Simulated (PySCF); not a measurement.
C₄H₂BrF, SMILES Br/C(F)=C/C#C. Atoms are numbered in the order given.

```xyz
8

C     -0.1640    -3.7805     0.0000
C     -0.4013    -2.5770     0.0000
C     -0.7129    -1.1958     0.0000
C      0.2324    -0.2219     0.0000
F      1.5328    -0.4808     0.0000
Br    -0.1658     1.6199     0.0000
H      0.0520    -4.8395     0.0000
H     -1.7677    -0.8793     0.0000
```
Charge 0, spin multiplicity 1.

Geometry: PBE-D3(BJ)/def2-SVP. The structure was generated by enumeration; whether it is a known compound was not checked.

Two levels are set side by side: PBE/pcSseg-1 (PySCF) and B3LYP/pcSseg-1 (PySCF). GIAO shifts against CFCl3 (¹⁹F), TMS (¹H), TMS (¹³C) at the same level; non-relativistic, no solvent, atoms listed together averaged. Without spin–orbit terms, shifts of atoms bonded to Cl or Br come out too high at both levels. Differences are taken from unrounded values.

```json
[
 {"quantity": "δ(¹³C) of C1 (ppm)", "B3LYP": "97.8", "PBE": "96.9", "PBE minus B3LYP": "-0.9"},
 {"quantity": "δ(¹³C) of C2 (ppm)", "B3LYP": "78.6", "PBE": "81.8", "PBE minus B3LYP": "3.2"},
 {"quantity": "δ(¹³C) of C3 (ppm)", "B3LYP": "104.9", "PBE": "101.0", "PBE minus B3LYP": "-3.9"},
 {"quantity": "δ(¹³C) of C4 (ppm)", "B3LYP": "183.8", "PBE": "179.6", "PBE minus B3LYP": "-4.2"},
 {"quantity": "δ(¹⁹F) of F5 (ppm)", "B3LYP": "-49.6", "PBE": "-54.0", "PBE minus B3LYP": "-4.5"},
 {"quantity": "δ(¹H) of H7 (ppm)", "B3LYP": "4.00", "PBE": "3.96", "PBE minus B3LYP": "-0.04"},
 {"quantity": "δ(¹H) of H8 (ppm)", "B3LYP": "5.65", "PBE": "5.64", "PBE minus B3LYP": "-0.01"}
]
```

Rough cost on one machine, each run with all the roots and properties that it gave: B3LYP against PBE within a factor of 2.
